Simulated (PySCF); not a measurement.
Problem. Write Cartesian coordinates for InChI=1S/C3H4F2O2/c1-7-3(6)2(4)5/h2H,1H3 as optimised with PBE0-D3(BJ)/def2-SVP.

Solution. 
```
atom  x, y, z in Å
C1    -1.813    0.372    0.183
O2    -0.433    0.303    0.511
C3     0.353   -0.240   -0.404
O4    -0.001   -0.669   -1.467
C5     1.809   -0.260    0.059
F6     1.913   -0.959    1.203
F7     2.231    0.997    0.287
H8    -2.220   -0.634    0.009
H9    -2.308    0.841    1.040
H10   -1.965    0.974   -0.724
H11    2.435   -0.726   -0.719
```

Orientation and origin are arbitrary. Atoms count from 1 in this order. Of the pairs four or more bonds apart, O4···H8 is among the closest relative to their van der Waals radii: 2.67 Å, 98 % of the sum of Bondi's values. The 3 C–O bonds span 1.200 Å (C3=O4, drawn double) to 1.421 Å (C1–O2, drawn single), a spread of 0.221 Å.

Bonds between heavy atoms (Å): C1–O2 1.421, O2–C3 1.323, C3=O4 1.200, C3–C5 1.528, C5–F6 1.344, C5–F7 1.345.

Method used: PBE0-D3(BJ)/def2-SVP geometry optimisation, gas phase in PySCF 2.14.0.

Point group: Cs (every atom within 0.08 Å of its image). No PBE0-D3(BJ)/def2-SVP frequencies stand behind this structure, so it isn't proved a minimum. One conformer, not necessarily the lowest (C1–O2–C3–O4 0°, O2–C3–C5–F6 59°).
